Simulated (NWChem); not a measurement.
# SiH₄SeO₂; SMILES O[SiH]([SeH])O

```xyz
8

Si    -0.0086    -1.0015     0.3801
O     -1.4329    -1.5728    -0.2367
O      1.3660    -1.6637    -0.2620
Se    -0.0207     1.2523    -0.0318
H      0.0015    -1.3725     1.8074
H     -1.6853    -1.2932    -1.1218
H      1.6180    -1.3807    -1.1466
H      1.4239     1.3809     0.2101
```
Atoms are numbered in this order, from 1.

Program: NWChem. Coordinates come from a PBE0/def2-SVP optimisation. Ions are spin-unrestricted doublets at the neutral geometry; other ion states weren't tried.

Estimate the computed values for LDA (Slater exchange, VWN5)/def2-SVP. Quantities: vertical ionisation energy, ΔSCF (eV); −ε(HOMO) (eV).

The vertical ionisation energy, ΔSCF (eV) is 9.51. The −ε(HOMO) (eV) is 6.01.
